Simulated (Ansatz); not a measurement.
Cartesian coordinates (Å):
SMILES: C(/O)(C)=[O+]\[H]
```xyz
9

C     -0.9992    -0.3128     0.0577
C      0.4301     0.0134    -0.0837
O      1.2277    -0.8833    -0.5134
O      0.9459     1.1524     0.2149
H     -1.2285    -0.3953     1.1264
H     -1.2232    -1.2577    -0.4294
H     -1.6134     0.4898    -0.3560
H      2.1623    -0.5943    -0.5605
H      0.3085     1.8144     0.5381
```
Charge +1, spin multiplicity 1.

The numbers are results of frozen-core CCSD(T)/cc-pVTZ // B3LYP-D3(BJ)/def2-TZVP (Ansatz, a quantum-chemistry and plane-wave program), not measurements.

```json
{
  "HF energy": "-228.22558 Ha",
  "MP2 correlation energy": "-0.78873 Ha"
}
```

**Question.** Estimate the CCSD correlation energy, the (T) correction, the total energy and the T1 diagnostic.

**Answer.** 
```yaml
CCSD correlation energy: -0.80994 Ha
"(T) correction": -0.03168 Ha
CCSD(T) total energy: -229.06720 Ha
T1 diagnostic: 0.015
```
